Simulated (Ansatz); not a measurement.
```xyz
2

S     0.0000    0.0000   -1.0281
S     0.0000    0.0000    1.0281
```

Basis set: cc-pVDZ (spherical functions). Left uncorrelated: 10 orbitals. Charge 0, multiplicity 3.

Computed with Ansatz (development build ahead of 0.2.0); each method stands on the lowest determinant of its kind that the runs found.

The atomization energy at this shape (free ground-state atoms in the same class of orbitals less the molecule, no zero-point energy) of triplet S2:

| method | atomization energy |
| --- | --- |
| UHF-MP2 | 73.21 kcal/mol |

Question: What does UHF give?

Answer: 33.80 kcal/mol. Caution: the shape is not the minimum.
